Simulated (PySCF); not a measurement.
C₁₀H₇N₃, SMILES N1C=CC2=CC=CC3N2C=1C=CN=3.

Coordinates come from a B3LYP-D3(BJ)/def2-SVP optimisation.

Computed with PBE/def2-SVP (PySCF).

Symmetry labels are those of the subgroup Cs that the program uses (full group Cs).

Computed valence orbital energies around the gap with their symmetry:
```
orbital  symmetry  energy (eV)
-------  --------  -----------
HOMO−7         A"        -9.17
HOMO−6         A'        -9.05
HOMO−5         A"        -8.06
HOMO−4         A"        -7.26
HOMO−3         A"        -7.00
HOMO−2         A'        -6.12
HOMO−1         A'        -6.10
HOMO           A"        -4.46
LUMO           A"        -2.83
LUMO+1         A"        -1.74
LUMO+2         A"        -1.62
LUMO+3         A'         0.91
```
